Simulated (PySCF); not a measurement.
Job for PySCF: R-B3LYP/6-31G* on CH6GeO (SMILES C[O][GeH3]), a point of a torsion scan.

```python
from pyscf import gto, scf, dft, mp
from pyscf.data.elements import chemcore

mol = gto.M(
    atom='''
    C     1.24022671   -0.12419021    0.18859252
    O     0.92038451    0.33543326   -1.10881051
    Ge    0.59587640   -0.64513048   -2.51938934
    H     1.27400816   -1.21337239    0.25762419
    H     2.21645068    0.27439577    0.47315598
    H     0.48934921    0.24727493    0.88935405
    H     1.79033582   -1.50212225   -2.84652749
    H     0.33832292    0.42377834   -3.51843687
    H    -0.59046684   -1.53951847   -2.27273751
    ''',
    basis='6-31g*',
    cart=True,
    charge=0, spin=0, verbose=3, max_memory=1800)
mf = dft.RKS(mol, xc='b3lyp')
mf.conv_tol = 1e-8
mf.max_cycle = 100
mf.kernel()
if not mf.converged:
    mf = mf.newton().run(mf.mo_coeff, mf.mo_occ)
```

The log:

```
converged SCF energy = -2193.68856268858
```

The run converged.

Cost: about 8 core-seconds (a rough figure).
